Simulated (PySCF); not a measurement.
# How methods differ on the electron affinity of Te

Te⁻ [Kr] 4d10 5s2 5p5 (2P) → Te [Kr] 4d10 5s2 5p4 (3P), as a difference of total energies. Calculation: PySCF 2.14, in aug-cc-pwCVTZ-DK3 (10s9p7d4f1g, 109 functions); the spin-free X2C one-electron Hamiltonian (Gaussian nucleus). Correlated levels: valence: [Kr] 4d10 frozen. The calculations carry no spin-orbit coupling.

```tsv
method	electron affinity (eV)
UHF	1.055
MP2 (valence)	1.855
SCS-MP2 (valence)	1.856
CCSD (valence)	1.854
CCSD(T) (valence)	1.919
```

Q: How much does correlation contribute at CCSD(T) (valence)?

A: 1.919 − (1.055) = 0.864 eV, measured against UHF.

A first-order spin-orbit estimate (lowest level to lowest level, LS coupling) adds -0.031 eV.

Errors of the correlated levels include the incompleteness of this basis and the frozen core.

For comparison: 1.971 eV (measured; photodetachment measurements, as compiled on the Wikipedia data page of electron affinities).
